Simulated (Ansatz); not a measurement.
The same ligand exchange along the group F, Cl, Br.

Program: Ansatz. Geometries: PBE0-D4/def2-TZVP. ΔE: electronic, gas phase. CCSD(T)/CBS is the MP2 limit (def2-TZVPP, def2-QZVPP) plus CCSD(T) − MP2 in def2-TZVPP, frozen cores. This one scheme is used for every species. DFT in def2-TZVPP. For Br outer-core shells are correlated without core-valence functions, which leaves a few kJ/mol of doubt a bond. Scalar relativity is left out up to krypton. Each species was taken in one conformer, which may not be the lowest.

| reaction | CCSD(T)/CBS(def2) (kcal/mol) |
| --- | --- |
| `F[Si]N([SiH3])[SiH3]` + NH₃ → `N[Si]F` + `[SiH3]N[SiH3]` | 1.3 |
| `[SiH3]N([SiH3])[Si]Cl` + NH₃ → `N[Si]Cl` + `[SiH3]N[SiH3]` | ? |
| `[SiH3]N([SiH3])[Si]Br` + NH₃ → `N[Si]Br` + `[SiH3]N[SiH3]` | 1.0 |

Problem. Fill in the missing values. (Estimate.)

Solution. Ansatz gave: `[SiH3]N([SiH3])[Si]Cl` + NH₃ → `N[Si]Cl` + `[SiH3]N[SiH3]`: +0.8 kcal/mol.

Largest T1 diagnostic: 0.014, for `F[Si]N([SiH3])[SiH3]`.
